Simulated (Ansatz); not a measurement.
System: BeO, net charge 0, singlet state. 
Geometry from a B3LYP-D3(BJ)/def2-TZVP (Ansatz, a first-principles code) optimisation:
```
Be
O 1 1.3266
```

Basis-set convergence of Hartree-Fock and CCSD correlation energies (hartree) with Ansatz. Correlated levels leave the core frozen unless marked. Spin-orbit coupling is left out. Non-relativistic.

The T1 diagnostic of CCSD in the largest basis is 0.039, which is high, so the coupled-cluster rows are less sure than usual.

```
basis        functions      E(HF)  E(corr, CCSD)
-----------  ---------  ---------  -------------
def2-SVPD           35  -89.33099       -0.24068
def2-TZVPPD         62  -89.44530       -0.28612
def2-QZVPPD        102  -89.45175       -0.30562
```

Extrapolating the two largest sets (X = 3 and 4) as X^-3: E(corr) = (64·(-0.30562) - 27·(-0.28612))/37 = -0.3198 Eh, an estimate of the basis-set limit. The largest set recovers 95.6 % of it, the smallest 75.2 %.
